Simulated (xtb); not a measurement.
Job for xtb: GFN1-xTB on SiF4 (SMILES F[Si](F)(F)F).

```
$ xtb mol.xyz --gfn 1 --sp --chrg 0 --uhf 0
5

F     -0.35796307     1.49476318     3.75354705
Si    -0.02952351    -0.02391539     3.94813233
F     -1.30281364    -0.89580062     3.68194004
F      1.11883824    -0.44865347     2.96404178
F      0.45610242    -0.25997971     5.42066693
```

Program output:

```
[...]
           -------------------------------------------------
          |                Calculation Setup                |
           -------------------------------------------------



           -------------------------------------------------
          |                 G F N 1 - x T B                 |
           -------------------------------------------------

        Reference                      10.1021/acs.jctc.7b00118
      * Hamiltonian:
        H0-scaling (s, p, d)           1.850000    2.250000    2.000000
        zeta-weighting                 0.000000
      * Dispersion:
        s8                             2.400000
        a1                             0.630000
        a2                             5.000000
        s9                             0.000000
      * Repulsion:
        kExp                           1.500000
        rExp                           1.000000
      * Coulomb:
        alpha                          2.000000
        third order                    atomic
        anisotropic                    false
      * Halogen bond correction:
        rad-scale                      1.300000
        damping                        0.440000


          ...................................................
          :                      SETUP                      :
          :.................................................:
          :  # basis functions                  26          :
          :  # atomic orbitals                  25          :
          :  # shells                           11          :
          :  # electrons                        32          :
          :  # halogen bonds                     0          :
          :  max. iterations                   250          :
          :  Hamiltonian                  GFN1-xTB          :
          :  restarted?                      false          :
          :  GBSA solvation                  false          :
          :  PC potential                    false          :
          :  electronic temp.          300.0000000     K    :
          :  accuracy                    1.0000000          :
          :  -> integral cutoff          0.2500000E+02      :
          :  -> integral neglect         0.1000000E-07      :
          :  -> SCF convergence          0.1000000E-05 Eh   :
          :  -> wf. convergence          0.2000000E-04 e    :
          :  Broyden damping             0.4000000          :
          :  net charge                          0          :
          :  unpaired electrons                  0          :
          ...................................................

 iter      E             dE          RMSdq      gap      omega  full diag
   1    -22.7468357 -0.227468E+02  0.909E+00   11.08       0.0  T
   2    -22.7536501 -0.681442E-02  0.536E+00   10.60       1.0  T
   3    -22.7162651  0.373850E-01  0.182E+00   11.71       1.0  T
   4    -22.7588333 -0.425681E-01  0.273E-01   10.92       1.0  T
   5    -22.7588613 -0.279996E-04  0.111E-01   10.98       1.0  T
   6    -22.7589835 -0.122227E-03  0.542E-03   10.94       8.3  T
   7    -22.7589838 -0.362262E-06  0.155E-03   10.94      28.9  T
   8    -22.7589839 -0.270709E-07  0.160E-04   10.94     278.7  T
   9    -22.7589839 -0.314696E-09  0.261E-07   10.94  100000.0  T

   *** convergence criteria satisfied after 9 iterations ***

         #    Occupation            Energy/Eh            Energy/eV
      -------------------------------------------------------------
         1        2.0000           -0.8700666             -23.6757
       ...           ...                  ...                  ...
        10        2.0000           -0.5881765             -16.0051
        11        2.0000           -0.5586570             -15.2018
        12        2.0000           -0.5579780             -15.1834
        13        2.0000           -0.5572489             -15.1635
        14        2.0000           -0.5540694             -15.0770
        15        2.0000           -0.5535846             -15.0638
        16        2.0000           -0.5531240             -15.0513 (HOMO)
        17                         -0.1509877              -4.1086 (LUMO)
        18                         -0.0645348              -1.7561
        19                         -0.0600084              -1.6329
        20                         -0.0570607              -1.5527
        21                          0.1896556               5.1608
       ...                                ...                  ...
        25                          0.7501108              20.4116
      -------------------------------------------------------------
                  HL-Gap            0.4021363 Eh           10.9427 eV
             Fermi-level           -0.3520558 Eh           -9.5799 eV

 SCC (total)                   0 d,  0 h,  0 min,  0.006 sec
 SCC setup                      ...        0 min,  0.000 sec (  2.231%)
 Dispersion                     ...        0 min,  0.000 sec (  1.228%)
 classical contributions        ...        0 min,  0.000 sec (  0.547%)
 integral evaluation            ...        0 min,  0.001 sec ( 23.848%)
 iterations                     ...        0 min,  0.002 sec ( 35.740%)
 molecular gradient             ...        0 min,  0.002 sec ( 32.096%)
 printout                       ...        0 min,  0.000 sec (  4.049%)

         :::::::::::::::::::::::::::::::::::::::::::::::::::::
         ::                     SUMMARY                     ::
         :::::::::::::::::::::::::::::::::::::::::::::::::::::
         :: total energy             -22.698996151390 Eh    ::
         :: gradient norm              0.004499540895 Eh/a0 ::
         :: HOMO-LUMO gap             10.942686117657 eV    ::
         ::.................................................::
         :: SCC energy               -22.758983869645 Eh    ::
         :: -> electrostatic           0.034175241914 Eh    ::
         :: repulsion energy           0.060883897414 Eh    ::
         :: dispersion energy         -0.000896179159 Eh    ::
         :: halogen bond corr.         0.000000000000 Eh    ::
         :: add. restraining           0.000000000000 Eh    ::
         :: total charge              -0.000000000000 e     ::
         :::::::::::::::::::::::::::::::::::::::::::::::::::::

           -------------------------------------------------
          |                Property Printout                |
           -------------------------------------------------

    * Orbital Energies and Occupations

         #    Occupation            Energy/Eh            Energy/eV
      -------------------------------------------------------------
         1        2.0000           -0.8700666             -23.6757
       ...           ...                  ...                  ...
         4        2.0000           -0.8681091             -23.6225
         5        2.0000           -0.6214243             -16.9098
         6        2.0000           -0.5942832             -16.1713
         7        2.0000           -0.5942162             -16.1694
         8        2.0000           -0.5939199             -16.1614
         9        2.0000           -0.5883155             -16.0089
        10        2.0000           -0.5881765             -16.0051
        11        2.0000           -0.5586570             -15.2018
        12        2.0000           -0.5579780             -15.1834
        13        2.0000           -0.5572489             -15.1635
        14        2.0000           -0.5540694             -15.0770
        15        2.0000           -0.5535846             -15.0638
        16        2.0000           -0.5531240             -15.0513 (HOMO)
        17                         -0.1509877              -4.1086 (LUMO)
        18                         -0.0645348              -1.7561
Note: The following floating-point exceptions are signalling: IEEE_DENORMAL
normal termination of xtb
        19                         -0.0600084              -1.6329
        20                         -0.0570607              -1.5527
        21                          0.1896556               5.1608
        22                          0.1906268               5.1872
        23                          0.7450044              20.2726
        24                          0.7499766              20.4079
        25                          0.7501108              20.4116
      -------------------------------------------------------------
                  HL-Gap            0.4021363 Eh           10.9427 eV
             Fermi-level           -0.3520558 Eh           -9.5799 eV

  Mulliken/CM5 charges         n(s)   n(p)   n(d)
     1F    -0.18375 -0.15899   1.747  5.437  0.000
     2Si    0.73994  0.64133   0.752  1.177  1.331
     3F    -0.18379 -0.15903   1.747  5.437  0.000
     4F    -0.18617 -0.16171   1.747  5.439  0.000
     5F    -0.18622 -0.16160   1.746  5.440  0.000

Wiberg/Mayer (AO) data.
largest (>0.10) Wiberg bond orders for each atom

 ---------------------------------------------------------------------------
     #   Z sym  total        # sym  WBO       # sym  WBO       # sym  WBO
 ---------------------------------------------------------------------------
     1   9 F    1.378 --     2 Si   1.286
     2  14 Si   5.133 --     1 F    1.286     3 F    1.286     4 F    1.281
                             5 F    1.281
     3   9 F    1.378 --     2 Si   1.286
     4   9 F    1.373 --     2 Si   1.281
     5   9 F    1.374 --     2 Si   1.281
 ---------------------------------------------------------------------------

Topologies differ in total number of bonds
Writing topology from bond orders to xtbtopo.mol

 dipole moment from electron density (au)
     X       Y       Z
  -0.0358   0.0155  -0.0276  total (Debye):    0.122


           -------------------------------------------------
          | TOTAL ENERGY              -22.698996151390 Eh   |
          | GRADIENT NORM               0.004499540895 Eh/α |
          | HOMO-LUMO GAP              10.942686117657 eV   |
           -------------------------------------------------

------------------------------------------------------------------------
------------------------------------------------------------------------
 total:
 SCF:
```

The run finished.

Cost: very roughly 0.05 core-seconds.
